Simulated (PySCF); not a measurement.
Input for PySCF: R-BP86/LANL2DZ on AuCl, 2S+1 = 1, a spin state set in the input, which need not be the lowest, a point of a bond scan (R = 2.172 Å).

```python
from pyscf import gto, scf, dft, mp
from pyscf.data.elements import chemcore

mol = gto.M(
    atom='''
    Au    0.00000000    0.00000000    0.00000000
    Cl    0.00000000    0.00000000    2.17218500
    ''',
    basis='lanl2dz',
    ecp={'Au': 'lanl2dz', 'Cl': 'lanl2dz'},
    charge=0, spin=0, verbose=3, max_memory=1800)
mf = dft.RKS(mol, xc='b88,p86')
mf.conv_tol = 1e-8
mf.max_cycle = 100
mf.kernel()
if not mf.converged:
    mf = mf.newton().run(mf.mo_coeff, mf.mo_occ)
```

Output:

```
converged SCF energy = -150.501976781937
```

Self-consistency was reached.

Cost: around 0.9 core-seconds (rough).
